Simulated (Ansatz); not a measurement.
ClH$_{2}$MoNOS (`[NH2][Mo](=[O])(=[S])[Cl]`), relaxed with RKS PBE0-D4/def2-TZVP in Ansatz 0.2.0 from a PBE-D4/def2-SVP geometry. The force threshold is 0.005 eV/Å; the program also tests the step.

Total charge 0; spin multiplicity 1. Mo: def2 effective core potential.

Start:

```xyz
7

N    -0.074    0.835   -0.881
Mo   -0.041   -0.476    0.521
O    -1.640   -0.830    0.937
S     0.952   -2.213   -0.230
Cl    1.076    0.338    2.344
H     0.614    0.907   -1.638
H    -0.887    1.439   -1.053
```

| step | energy (eV) | largest force (eV/Å) | largest move (Å) |
| --- | --- | --- | --- |
| 1 | -28778.8187 | 0.999 | 0.000 |
| 2 | -28778.8658 | 0.481 | 0.047 |
| 3 | -28778.8734 | 0.110 | 0.015 |
| 4 | -28778.8739 | 0.057 | 0.013 |
| 5 | -28778.8741 | 0.017 | 0.005 |
| 6 | -28778.8741 | 0.008 | 0.002 |
| 7 | -28778.8741 | 0.002 | 0.001 |

End:

```xyz
7

N    -0.072    0.836   -0.873
Mo   -0.041   -0.472    0.512
O    -1.616   -0.822    0.930
S     0.940   -2.187   -0.220
Cl    1.061    0.326    2.316
H     0.604    0.896   -1.621
H    -0.877    1.423   -1.043
```

It took 31 s on 4 threads of a server CPU on a shared host, with 0.55 GiB of host memory at the peak.
